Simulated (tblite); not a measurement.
Species: C2H8Ge2SSi.
Bonds: C1–C2 (triple), C2–Si3, Si3–S4, S4–Ge5, Ge5–Ge6. Hydrogens: H7 on C1; H8, H9 on Si3; H10, H11 on Ge5; H12, H13, H14 on Ge6.

Computed with GFN2-xTB (tblite), gas phase: L-BFGS steps from a force-field or distance-geometry start until the largest atomic force falls under 0.01 eV/Å.

Step 98: E = -467.1392 eV
```
atom  x, y, z in Å  |  force x, y, z in eV/Å
C1      2.4578    1.0964    0.8230   -0.042  -0.036   0.005
C2      2.0638    0.0393    0.4023    0.001  -0.054  -0.020
Si3     1.4213   -1.5170   -0.3731    0.034   0.069   0.066
S4      0.3853   -0.9564   -2.1845   -0.011   0.000  -0.041
Ge5    -0.9503    0.6227   -1.4056    0.031   0.028   0.030
Ge6    -2.0407    0.1905    0.6824   -0.062  -0.026  -0.027
H7      2.8079    2.0109    1.2127   -0.010  -0.038  -0.014
H8      0.4390   -2.1573    0.5062    0.025   0.014   0.033
H9      2.4904   -2.3939   -0.8246    0.002   0.024  -0.024
H10    -0.1538    1.9224   -1.3202   -0.032  -0.045  -0.032
H11    -1.9342    0.8446   -2.5401    0.008   0.019   0.011
H12    -2.8652    1.3641    1.1181    0.021   0.008   0.015
H13    -1.1103   -0.1083    1.8235   -0.016   0.028   0.002
H14    -3.0117   -0.9586    0.6451    0.048   0.010  -0.003
```

Step 99: E = -467.1404 eV
```
atom  x, y, z in Å  |  force x, y, z in eV/Å
C1      2.4574    1.0898    0.8320   -0.042  -0.058  -0.010
C2      2.0610    0.0361    0.4046    0.032   0.006  -0.003
Si3     1.4272   -1.5174   -0.3793    0.006   0.021   0.092
S4      0.3843   -0.9572   -2.1868   -0.009  -0.015  -0.039
Ge5    -0.9530    0.6186   -1.4073    0.013   0.048   0.034
Ge6    -2.0445    0.1965    0.6825   -0.027  -0.039  -0.024
H7      2.8118    2.0010    1.2254   -0.017  -0.036  -0.010
H8      0.4562   -2.1637    0.5125    0.043   0.025  -0.012
H9      2.5023   -2.3841   -0.8385   -0.011   0.027  -0.019
H10    -0.1603    1.9217   -1.3297   -0.033  -0.051  -0.028
H11    -1.9434    0.8376   -2.5376    0.017   0.013   0.011
H12    -2.8662    1.3746    1.1072    0.017   0.019   0.028
H13    -1.1166   -0.1041    1.8260   -0.018   0.043  -0.005
H14    -3.0167   -0.9499    0.6543    0.030  -0.004  -0.014
```

Step 100: E = -467.1412 eV
```
atom  x, y, z in Å  |  force x, y, z in eV/Å
C1      2.4397    1.0850    0.8462   -0.048  -0.087  -0.028
C2      2.0473    0.0317    0.4134    0.050   0.030  -0.012
Si3     1.4279   -1.5199   -0.3856   -0.011   0.027   0.091
S4      0.3849   -0.9593   -2.1946   -0.002  -0.015  -0.010
Ge5    -0.9513    0.6164   -1.4126   -0.006   0.032   0.031
Ge6    -2.0355    0.2018    0.6835    0.021  -0.035  -0.001
H7      2.7920    1.9951    1.2430   -0.019  -0.024   0.001
H8      0.4638   -2.1739    0.5078    0.031   0.019  -0.021
H9      2.5063   -2.3787   -0.8499    0.000   0.024  -0.019
H10    -0.1644    1.9218   -1.3496   -0.018  -0.038  -0.016
H11    -1.9489    0.8302   -2.5372    0.011   0.008   0.004
H12    -2.8529    1.3831    1.1044    0.008   0.031   0.031
H13    -1.1012   -0.0913    1.8267   -0.037   0.047  -0.030
H14    -3.0083   -0.9426    0.6697    0.020  -0.019  -0.021
```

Q: Estimate the geometry and energy of step 101. (The exact step hangs on the optimiser's Hessian estimate; all steps are aligned on step 100, rigid shifts and turns removed.)

A: E = -467.1420 eV, largest force 0.124 eV/Å
```
atom  x, y, z in Å  |  force x, y, z in eV/Å
C1      2.4182    1.0783    0.8613   -0.046  -0.091  -0.030
C2      2.0313    0.0256    0.4213    0.078   0.095   0.013
Si3     1.4287   -1.5234   -0.3905   -0.019  -0.038   0.042
S4      0.3859   -0.9614   -2.2014    0.003  -0.009   0.021
Ge5    -0.9493    0.6157   -1.4182   -0.033   0.003   0.006
Ge6    -2.0228    0.2105    0.6856    0.037  -0.015   0.006
H7      2.7663    1.9874    1.2651   -0.028  -0.040  -0.006
H8      0.4682   -2.1930    0.4956    0.033   0.024  -0.025
H9      2.5166   -2.3702   -0.8600   -0.022   0.043  -0.004
H10    -0.1699    1.9241   -1.3752   -0.002  -0.019  -0.005
H11    -1.9574    0.8181   -2.5372    0.018   0.005   0.013
H12    -2.8373    1.3945    1.1043    0.005   0.035   0.028
H13    -1.0846   -0.0740    1.8271   -0.027   0.043  -0.028
H14    -2.9946   -0.9329    0.6874    0.006  -0.035  -0.030
```

The energy changes by -0.0008 eV. The first-order estimate −F·Δx gives -0.0012 eV and the mean of the old and new forces, exact on a quadratic surface, -0.0008 eV. The step makes an angle of 86° with the force vector and moves no atom by more than 0.035 Å.

What follows is the cost of the whole relaxation. The run took 1.1 s wall on an AMD EPYC 9R45 with one thread, shared host with 96 logical CPUs at a one-minute load of 55.
